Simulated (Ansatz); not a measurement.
A CCSD(T) single point on CH$_{9}$B$_{2}$NSi, SMILES `BB(N)C[SiH3]`.

```yaml
crystal:
  periodic: [false, false, false]
  atoms:
    - {symbol: B, position_ang: [-0.149609, 1.215397, 1.795949]}
    - {symbol: B, position_ang: [-0.667594, 0.287387, 0.502673]}
    - {symbol: N, position_ang: [-1.770654, 0.578864, -0.306862]}
    - {symbol: C, position_ang: [0.194215, -1.001294, 0.173908]}
    - {symbol: Si, position_ang: [1.325108, -0.669012, -1.284893]}
    - {symbol: H, position_ang: [0.751754, 2.003468, 1.701164]}
    - {symbol: H, position_ang: [-0.583629, 1.061198, 2.905404]}
    - {symbol: H, position_ang: [-2.045708, 0.003766, -1.086808]}
    - {symbol: H, position_ang: [-2.358865, 1.384083, -0.185485]}
    - {symbol: H, position_ang: [-0.448033, -1.848694, -0.094870]}
    - {symbol: H, position_ang: [0.824242, -1.325301, 1.008523]}
    - {symbol: H, position_ang: [0.519330, -0.440921, -2.516030]}
    - {symbol: H, position_ang: [2.158172, 0.540006, -1.045470]}
    - {symbol: H, position_ang: [2.238271, -1.817947, -1.538402]}
basis:
  gaussian: {orbitals: def2-TZVPP}
correlation: {method: ccsd_t}
output: {orbitals: {seedname: orbitals}}
```

```sh
$ ansatz run in.yaml --threads 4 --pin off --events-out ev --progress --plain --max-ram 10444MiB
```

Output of Ansatz, abridged:

```
Functional definition: HF
1681 factors; integrals over basis functions are off by at most 8.5e-4 eV
mean field evaluation 1: about -11857.8318 eV, gradient 4.1e1 eV
mean field evaluation 2: about -11858.0138 eV, gradient 4.2e1 eV
mean field evaluation 4: about -11862.5898 eV, gradient 4.2e0 eV
mean field evaluation 8: about -11862.6613 eV, gradient 2.4e-1 eV
mean field -11862.66156954 eV, -435.9447718799 hartree, gradient 1.3e-6 eV, S^2 0.000000; 0 other end points of the search recorded, 0 dependent functions left out
9 core orbitals not correlated: weight in the atoms' cores, before any rotation towards them, 1.000 or more for the frozen orbitals, at most 0.000 for the correlated occupied ones
reference -11862.66156954 eV, -435.9447718799 hartree; 14, 14 occupied and 269, 269 virtual orbitals, 1681 factors
second order -19.50045792 eV of doubles, -0.00000000 eV of singles
cycle   1  -20.58619154 eV  change    -1.1e0 eV  update   9.7e-2
cycle   2  -21.14747578 eV  change   -5.6e-1 eV  update   2.9e-2
cycle   3  -21.23366319 eV  change   -8.6e-2 eV  update   1.4e-2
cycle   4  -21.22467733 eV  change    9.0e-3 eV  update   4.1e-3
cycle   5  -21.22419232 eV  change    4.9e-4 eV  update   1.9e-3
cycle   6  -21.22417472 eV  change    1.8e-5 eV  update   6.4e-4
cycle   7  -21.22402559 eV  change    1.5e-4 eV  update   2.6e-4
cycle   8  -21.22411134 eV  change   -8.6e-5 eV  update   1.2e-4
cycle   9  -21.22414159 eV  change   -3.0e-5 eV  update   5.5e-5
cycle  10  -21.22410624 eV  change    3.5e-5 eV  update   2.6e-5
cycle  11  -21.22412025 eV  change   -1.4e-5 eV  update   1.2e-5
perturbative correction -0.79784735 eV, -0.0293203493 hartree
Total energy: -11884.68353714 eV, -436.7540642621 hartree
```

Hardware: 4 threads of an Arm Neoverse V2 on a shared host. Wall time 3 min, peak host memory 9 GiB.

MP2 recovers 88.6 % of the CCSD(T) correlation energy and the triples give 3.6 %; T1 = 0.0120.
